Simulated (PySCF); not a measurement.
HO4Re, SMILES [O]=[Re](=[O])(=[O])[OH], multiplicity 1.

Geometry: PBE0-D3(BJ)/def2-SVP. The geometry has at least one imaginary mode, so it is a saddle point at that level. The multiplicity is an assumed one; no other spin state was optimised. The isomer is the one that the SMILES or the coordinates give; other isomers of the formula were not compared. The def2 effective core potentials stand for the cores of Re; spin–orbit coupling is left out. Other conformers were not sampled.

Method: CAM-B3LYP/def2-TZVP in PySCF.

Gas-phase values at a fixed geometry.

Computed frontier levels, gap, dipole moment and polarisability:
highest occupied level: -10.96 eV
lowest empty level: -1.41 eV
orbital gap: 9.55 eV
dipole moment: 4.36 D
quadrupole, principal values (traceless, Buckingham form, about the centre of nuclear charge): -6.45, -6.45, 12.90 D·Å
mean static polarisability: 45.8 bohr³ (6.79 Å³)
polarisability, principal values: 45.8, 45.8, 46.0 bohr³
